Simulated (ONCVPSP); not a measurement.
## PBEsol ONCV dataset for Eu, scalar-relativistic all-electron reference.

The input file (ONCVPSP 4.0.1):

```
# ATOM AND REFERENCE CONFIGURATION
# atsym  z   nc   nv     iexc    psfile
  Eu 63.00   10    2  -116133      upf
#
#   n    l    f
    1    0    2.00
    2    0    2.00
    2    1    6.00
    3    0    2.00
    3    1    6.00
    3    2   10.00
    4    0    2.00
    4    1    6.00
    4    2   10.00
    5    0    2.00
    4    3    7.00
    5    1    6.00
#
# PSEUDOPOTENTIAL AND OPTIMIZATION
# lmax
    3
#
#   l,   rc,      ep,       ncon, nbas, qcut
    0    1.80    0.41    4    7    4.30
    1    2.05    0.00    3    7    8.10
    2    1.65    0.08    4    7    6.80
    3    1.35    0.00    3    8   11.70
#
# LOCAL POTENTIAL
# lloc, lpopt,  rc(5),   dvloc0
    4    5    1.00    0.00
#
# VANDERBILT-KLEINMAN-BYLANDER PROJECTORs
# l, nproj, debl
    0    2    2.70
    1    1    1.00
    2    3    3.90
    3    1    0.40
#
# MODEL CORE CHARGE
# icmod, fcfact, rcfact
    0    0.00    0.00
#
# LOG DERIVATIVE ANALYSIS
# epsh1, epsh2, depsh
   -3.00    5.00    0.02
#
# OUTPUT GRID
# rlmax, drl
    6.00    0.01
#
# TEST CONFIGURATIONS
# ncnf
    4
# nvcnf
#   n    l    f
    3
    4    3    7.00
    5    1    6.00
    6    0    2.00
#
    3
    4    3    7.00
    5    1    6.00
    6    0    1.00
#
    2
    4    3    6.00
    5    1    6.00
#
    2
    4    3    5.00
    5    1    6.00
#
```

Command:

```bash
oncvpsp.x < Eu.dat > Eu.out
```

Resulting log (shortened: citation, most of the input echo, consistency checks and plot data are left out):

```
ONCVPSP  (Optimized Norm-Conservinng Vanderbilt PSeudopotential)
scalar-relativistic version 4.0.1

#   n    l    f        energy (Ha)
    1    0    2.00    -1.7773622E+03
    2    0    2.00    -2.9228840E+02
    2    1    6.00    -2.6049589E+02
    3    0    2.00    -6.4692541E+01
    3    1    6.00    -5.4800243E+01
    3    2   10.00    -4.1571981E+01
    4    0    2.00    -1.3227948E+01
    4    1    6.00    -9.9742034E+00
    4    2   10.00    -5.4432505E+00
    5    0    2.00    -2.1414277E+00
    4    3    7.00    -5.9444817E-01
    5    1    6.00    -1.3703469E+00

Reference configufation results
  iterations    32
  all-electron total energy (Ha)   -1.08396724D+04

Begin loop to  construct optimized pseudo wave functions
and semi-local pseudopoentials for all angular momenta

   Wellstate for l =  0  n =  7
     eigenvalue =   0.4100
     asymptotic potential =   0.9100
     half-point radius =  4.2382

   Wellstate for l =  0  n =  8
     eigenvalue =   3.1100
     asymptotic potential =   3.6100
     half-point radius =  3.3282

Calculating optimized projector #   1

 for l=   0

    Fraction of norm inside rc  0.052465
    Optimizing pswf for qcut=   4.29 a_B^-1,  ecut=   9.21 Ha

optimize: ERROR ps0norm > uunorm, code will stop
```

The run stopped because the continuity conditions at rc already need more norm inside rc than the all-electron wave has, so norm conservation cannot be met.

The run took about 0.67 s on one core of a shared server CPU.
